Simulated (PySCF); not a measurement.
GaH₂, SMILES [GaH2], multiplicity 2.

Geometry: B3LYP-D3(BJ)/def2-TZVPD. The multiplicity is an assumed one; other spin states were not compared. The isomer is the one that the SMILES or the coordinates give; other isomers of the formula were not compared.

These are IEF-PCM-B3LYP/def2-TZVPD (PySCF) values and carry that method's errors.

The values are the electrostatic part of the solvation free energy, E(continuum) − E(gas) at the gas-phase geometry, in a cavity of scaled van der Waals radii (PySCF's table); cavitation and dispersion terms are not included. A continuum can't describe solvent molecules that bind to the metal. The dipole moment in vacuum is 0.32 D.

```tsv
solvent	ε	ΔG(elec) (kcal/mol)	dipole (D)
water	78.36	-2.1	0.52
cyclohexanone	15.62	-1.9	0.50
2-propanol	19.26	-1.9	0.51
```
